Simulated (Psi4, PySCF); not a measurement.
The PySCF input:
```python
from pyscf import gto, scf, dft

mol = gto.M(
    atom='''
C     1.51403960   -0.61814695    0.97361016
Te    0.01637111    0.19648656   -0.35400888
C    -1.60205503   -0.43829160    0.92933228
H     1.38011691   -1.68745138    1.07645886
H     2.48866467   -0.41855255    0.54994310
H     1.44343271   -0.14926988    1.94678120
H    -1.59498997   -1.51573359    1.03418433
H    -2.53486000   -0.12860379    0.47856174
H    -1.50556944    0.02094119    1.90487761
''',
    basis='def2-svp',
    ecp={'Te': 'def2-svp'},
    verbose=4,
)

mf = dft.RKS(mol)
mf.xc = 'r2scan'
mf.grids.atom_grid = (99, 590)
mf.grids.prune = None
mf.kernel()
```

**Question.** Convert this to an input for Psi4.

**Answer.** Several could match; the one computed here: 
```
memory 2 GB

molecule mol {
0 1
  C     1.514040   -0.618147    0.973610
  Te    0.016371    0.196487   -0.354009
  C    -1.602055   -0.438292    0.929332
  H     1.380117   -1.687451    1.076459
  H     2.488665   -0.418553    0.549943
  H     1.443433   -0.149270    1.946781
  H    -1.594990   -1.515734    1.034184
  H    -2.534860   -0.128604    0.478562
  H    -1.505569    0.020941    1.904878
}

set basis def2-svp
set reference rks
set scf_type pk
set puream true
set d_convergence 1e-8
set dft_radial_points 99
set dft_spherical_points 590

energy('r2scan')
print_variables()
```

Both were run: PySCF gave -347.814684 Eh and Psi4 -347.814937 Eh, 0.253 mEh apart.
